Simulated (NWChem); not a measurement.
CH$_{2}$GaNO; SMILES O=C=[N][GaH2]

```xyz
6

Ga     0.0000    -0.0019    -1.1263
H      0.0000     1.5368    -1.4262
H      0.0000    -1.2182    -2.1061
N      0.0000    -0.4854     0.6695
C      0.0000    -0.0415     1.7971
O      0.0000     0.3174     2.9206
```
Atoms are numbered in this order, from 1.

Level: B3LYP/6-31G* (spherical d) (NWChem), optimised geometry, unscaled harmonic frequencies. 

```json
[
 {"frequency (cm⁻¹)": "66", "IR intensity (km/mol)": "2.3"},
 {"frequency (cm⁻¹)": "102", "IR intensity (km/mol)": "0.4"},
 {"frequency (cm⁻¹)": "465", "IR intensity (km/mol)": "77.3"},
 {"frequency (cm⁻¹)": "527", "IR intensity (km/mol)": "49.1"},
 {"frequency (cm⁻¹)": "607", "IR intensity (km/mol)": "109.8"},
 {"frequency (cm⁻¹)": "626", "IR intensity (km/mol)": "1.2"},
 {"frequency (cm⁻¹)": "636", "IR intensity (km/mol)": "40.7"},
 {"frequency (cm⁻¹)": "728", "IR intensity (km/mol)": "123.9"},
 {"frequency (cm⁻¹)": "1426", "IR intensity (km/mol)": "23.0"},
 {"frequency (cm⁻¹)": "1966", "IR intensity (km/mol)": "103.2"},
 {"frequency (cm⁻¹)": "1998", "IR intensity (km/mol)": "143.1"},
 {"frequency (cm⁻¹)": "2344", "IR intensity (km/mol)": "1247.0"}
]
```

```json
{
 "zero_point_energy": "16.4 kcal/mol",
 "thermal correction to the enthalpy at 298.15 K (with zero-point energy)": "20.4 kcal/mol",
 "heat capacity Cv": "16.2 cal/(mol K)",
 "entropy at 298.15 K and 1 atm (symmetry number 1)": "75.5 cal/(mol K)",
 "dipole_moment": "2.73 D"
}
```

Rigid rotor and harmonic oscillator; modes under 100 cm⁻¹ make the entropy uncertain.
